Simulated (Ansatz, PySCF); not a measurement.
Process, species as SMILES: C[SiH](C)OB(O)O + 2 B (BH3) + O (H2O) + 2 [SiH4] (SiH4) -> 3 BO (H3BO) [borinic acid] + 2 C[SiH3] [methylsilane] + O[SiH3] [hydroxysilane]
Structures are relaxed separately at B3LYP-D3(BJ)/def2-TZVP in Ansatz (a quantum-chemistry and plane-wave program), one conformer each, not searched for the lowest. Frequencies are from Ansatz or PySCF.

Wanted: bond separation energy (enthalpy at 298 K, with B3LYP-D3(BJ) rigid-rotor harmonic-oscillator terms), in kJ/mol. Correlated levels leave the core frozen unless marked. Spin-orbit coupling is left out. No relativistic terms. CBS marks a two-point X^-3 extrapolation of the correlation energy; Hartree-Fock from the larger set. [CCSD(T)-MP2]/basis is that difference in the basis named.

RI-MP2/CBS(cc-pV(T+d)Z,cc-pV(Q+d)Z)+[CCSD(T)-MP2]/cc-pV(T+d)Z (Ansatz) gives -14.1 kJ/mol.

Problem. Another calculation gave -9.6 kJ/mol. Which level was it?
A. BLYP/def2-TZVPD (Ansatz)
B. B2PLYP/def2-TZVPD (Ansatz)
C. B97M-V/def2-TZVPD (Ansatz)

Solution. C, B97M-V/def2-TZVPD (Ansatz). The others give -22.2 (B2PLYP), -43.6 (BLYP) kJ/mol.
